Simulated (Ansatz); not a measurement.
Abridged output of a molecular run in Ansatz:

```
Functional definition: HF
1699 factors; integrals over basis functions are off by at most 1.2e-3 eV
mean field evaluation 1: about -35361.8077 eV, gradient 3.8e1 eV
mean field evaluation 2: about -35362.1805 eV, gradient 3.9e1 eV
mean field evaluation 4: about -35365.6845 eV, gradient 4.7e0 eV
mean field evaluation 8: about -35365.7656 eV, gradient 3.7e-1 eV
mean field evaluation 16: about -35365.7666 eV, gradient 2.3e-6 eV
mean field -35365.76659144 eV, -1299.6679504580 hartree, gradient 2.3e-6 eV, S^2 0.000000; 0 other end points of the search recorded, 0 dependent functions left out; unrestricted orbitals would lower it
18 core orbitals not correlated: weight in the atoms' cores, before any rotation towards them, 1.000 or more for the frozen orbitals, at most 0.000 for the correlated occupied ones
reference -35365.76659144 eV, -1299.6679504580 hartree; 18, 18 occupied and 253, 253 virtual orbitals, 1699 factors
second order -28.35089245 eV of doubles, -0.00000000 eV of singles
cycle   1  -28.94266403 eV  change   -5.9e-1 eV  update   1.3e-1
cycle   2  -29.66772599 eV  change   -7.3e-1 eV  update   4.0e-2
cycle   3  -29.85269040 eV  change   -1.8e-1 eV  update   2.2e-2
cycle   4  -29.83486596 eV  change    1.8e-2 eV  update   6.3e-3
cycle   5  -29.83164930 eV  change    3.2e-3 eV  update   2.8e-3
cycle   6  -29.83243407 eV  change   -7.8e-4 eV  update   1.1e-3
cycle   7  -29.83214921 eV  change    2.8e-4 eV  update   3.8e-4
cycle   8  -29.83218469 eV  change   -3.5e-5 eV  update   2.1e-4
cycle   9  -29.83230478 eV  change   -1.2e-4 eV  update   8.0e-5
cycle  10  -29.83228545 eV  change    1.9e-5 eV  update   3.1e-5
perturbative correction -1.35828802 eV, -0.0499161642 hartree
Total energy: -35396.95716492 eV, -1300.8141828915 hartree
```

Its atoms:

Z-matrix (Å, degrees):
```
C
Si 1 1.839
H 1 1.093 2 110.0
H 1 1.092 2 110.5 3 -119.9
H 1 1.092 2 110.4 3 119.9
Cl 2 2.051 1 111.4 3 177.6
O 2 1.667 1 106.7 3 59.0
H 2 1.478 1 114.5 3 -60.9
C 7 1.330 2 129.4 1 160.2
S 9 1.607 7 124.1 2 171.2
H 9 1.093 7 113.9 2 -9.5
```

Question: Which basis set was used?
A. def2-TZVPP
B. def2-QZVPP
C. def2-TZVPPD
D. cc-pV(D+d)Z

Answer: A. It gives 289 functions.

Question: Write the keys of the input that set method, charge and spin (a neutral closed shell needs none for the last two).

Answer: 
```yaml
correlation: {method: ccsd_t}
```
